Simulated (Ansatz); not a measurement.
A CCSD(T) single point on `F[CH2][AlH][GaH2]`.

```yaml
crystal:
  periodic: [false, false, false]
  atoms:
    - {symbol: F, position_ang: [-0.825983, 1.576883, -0.989864]}
    - {symbol: C, position_ang: [0.544972, 1.427943, -0.719607]}
    - {symbol: Al, position_ang: [0.859745, -0.267930, 0.267328]}
    - {symbol: Ga, position_ang: [-1.170608, -1.663616, 0.765079]}
    - {symbol: H, position_ang: [0.868047, 2.313810, -0.157604]}
    - {symbol: H, position_ang: [1.075991, 1.466404, -1.679595]}
    - {symbol: H, position_ang: [2.371753, -0.596572, 0.657006]}
    - {symbol: H, position_ang: [-1.704024, -2.770040, -0.227087]}
    - {symbol: H, position_ang: [-2.019895, -1.486882, 2.084344]}
basis:
  gaussian: {orbitals: def2-SVP}
correlation: {method: ccsd_t}
```

```sh
$ ansatz run in.yaml --threads 4 --pin off --events-out ev --progress --plain --max-ram 10444MiB
```

Log, shortened:

```
Functional definition: HF
1017 factors; integrals over basis functions are off by at most 1.3e-3 eV
mean field evaluation 1: about -62717.8786 eV, gradient 2.3e1 eV
mean field evaluation 2: about -62717.9343 eV, gradient 2.3e1 eV
mean field evaluation 4: about -62719.6035 eV, gradient 3.1e0 eV
mean field evaluation 8: about -62719.6343 eV, gradient 1.5e-1 eV
mean field evaluation 16: about -62719.5715 eV, gradient 4.9e-1 eV
mean field -62719.63441500 eV, -2304.9040518563 hartree, gradient 3.4e-6 eV, S^2 0.000000; 0 other end points of the search recorded, 0 dependent functions left out
16 core orbitals not correlated: weight in the atoms' cores, before any rotation towards them, 1.000 or more for the frozen orbitals, at most 0.000 for the correlated occupied ones
reference -62719.63441500 eV, -2304.9040518563 hartree; 16, 16 occupied and 71, 71 virtual orbitals, 1017 factors
second order -16.24158081 eV of doubles, -0.00000000 eV of singles
cycle   1  -16.48619391 eV  change   -2.4e-1 eV  update   1.1e-1
cycle   2  -17.06256225 eV  change   -5.8e-1 eV  update   3.4e-2
cycle   3  -17.17133714 eV  change   -1.1e-1 eV  update   1.6e-2
cycle   4  -17.16347444 eV  change    7.9e-3 eV  update   4.0e-3
cycle   5  -17.16347809 eV  change   -3.6e-6 eV  update   1.6e-3
cycle   6  -17.16366029 eV  change   -1.8e-4 eV  update   5.8e-4
cycle   7  -17.16339747 eV  change    2.6e-4 eV  update   2.4e-4
cycle   8  -17.16332912 eV  change    6.8e-5 eV  update   9.0e-5
cycle   9  -17.16337178 eV  change   -4.3e-5 eV  update   3.4e-5
cycle  10  -17.16338438 eV  change   -1.3e-5 eV  update   1.3e-5
perturbative correction -0.43606080 eV, -0.0160249389 hartree
Total energy: -62737.23386019 eV, -2305.5508195375 hartree
```

Hardware: 4 threads of an Arm Neoverse V1 on a shared host. Wall time 4.3 s, peak host memory 0.42 GiB.

MP2 recovers 92.3 % of the CCSD(T) correlation energy and the triples give 2.5 %; T1 = 0.0119.
